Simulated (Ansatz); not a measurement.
This geometry of Cl2FH4O3Ta (11 atoms, charge 0, multiplicity 1) is a first-order saddle point.

The calculation used RKS B3LYP-D4/def2-SVP (Ansatz 0.2.0).

```xyz
11
Properties=species:S:1:pos:R:3
Ta -0.186 0.062 0.161
O 1.859 -0.334 0.226
H 2.179 -0.755 1.038
Cl 0.037 -0.192 2.542
O 0.055 0.272 -1.683
H 0.510 0.507 -2.498
Cl -1.905 1.617 0.387
O -1.065 -1.595 0.049
H -1.459 -2.164 0.724
F 1.208 1.839 0.361
H 1.871 1.004 0.332
```

Task: Which two structures does it join? (They come from a converged band through this point; their orientation in space is the band's.)

Result: Bonds broken: F10–H11. Bonds formed: O2–H11.

First end point:

```xyz
11
Properties=species:S:1:pos:R:3
Ta -0.163 -0.011 0.160
O 1.836 -0.337 0.254
H 2.169 -0.744 1.068
Cl 0.005 -0.187 2.553
O 0.062 0.228 -1.684
H 0.464 0.514 -2.511
Cl -1.892 1.550 0.375
O -1.029 -1.674 0.052
H -1.425 -2.214 0.749
F 1.201 1.929 0.312
H 1.876 1.205 0.312
```

Last end point:

```xyz
11
Properties=species:S:1:pos:R:3
Ta -0.291 0.478 0.216
O 1.887 -0.414 0.269
H 2.048 -0.565 1.219
Cl 0.032 -0.132 2.555
O 0.156 0.625 -1.632
H 0.128 -0.074 -2.299
Cl -2.341 1.537 0.317
O -0.873 -1.316 -0.033
H -0.942 -2.163 0.419
F 0.787 2.005 0.609
H 2.512 0.279 0.000
```

Task: How far does it lie above each of them?

Result: 1.1 kJ/mol above the first and 80.6 kJ/mol above the second. This is the barrier of this one path; another mechanism may lie lower. The orbitals stay closed-shell, which can raise the energy where a bond breaks towards radicals; this wasn't checked here.

Run time: 9.6 min on 4 threads of Arm Neoverse V2, with other jobs on the host, peak memory 0.47 GiB.
